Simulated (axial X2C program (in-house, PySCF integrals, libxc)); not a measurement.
# Worked dissociation energy of MoCl⁺: CCSD, scalar-relativistic

Calculated with an in-house relativistic program for diatomic molecules. Spin-free means the one-electron spin-free X2C Hamiltonian. Basis: Mo dyall-cv3z [11s12p9d5f3g], Cl dyall-av3z [9s8p3d2f] (cores contracted in-house); Gaussian nuclei, density fitting, unrestricted open shells. Masses: Mo 97.905 u, Cl 34.969 u.

Molecular state: M_S = 2, Λ = 0 (beyond evenly filled blocks: π+α, π-α, δ+α, δ-α).

Correlated methods: 12 electrons correlated (number of frozen shells: Mo 4 s, 3 p, 1 d; Cl 2 s, 1 p), 292 virtual spin orbitals or spinors in MP2, 90 natural virtuals in coupled cluster.

```
E(Mo+) (2M_S = 5, M_L = 0) : -4046.079014 hartree
E(Cl) (2M_S = 1, M_L = 0)  : -461.089754 hartree
E(MoCl⁺) at Re             : -4507.255264 hartree
ωe                         : 445.3 cm⁻¹
ωexe                       : 1.21 cm⁻¹
```

Question: Work out De and D0.

Answer: De = -4046.079014 + (-461.089754) − (-4507.255264) = 0.08650 hartree = 2.354 eV. The zero-point energy is ωe/2 − ωexe/4 = 222 cm⁻¹ = 0.028 eV, so D0 = 2.326 eV.

One determinant describes the state; a PBE0 search over occupations chose it and may have missed a lower one. De is counted from the lowest determinant-based energies of the atoms at the same level, without counterpoise correction. CCSD ran in a truncated set of natural virtual spinors with an MP2 remainder; without triples it tends to underbind. Other states lie close and PBE0, whose exact exchange favours high spin, may order them wrongly; the determinant shown need not be the ground state. The nearest other spin-free determinant of the search, M_S = 2, Λ = 1, lies 0.17 eV up at the distance of the search. With the outer-core shells frozen, correlated bond lengths of heavy atoms tend to come out a few hundredths of an ångström too long.

Each atomic determinant is the lowest at this level and need not be a pure term. Totals compare only within one Hamiltonian and basis.
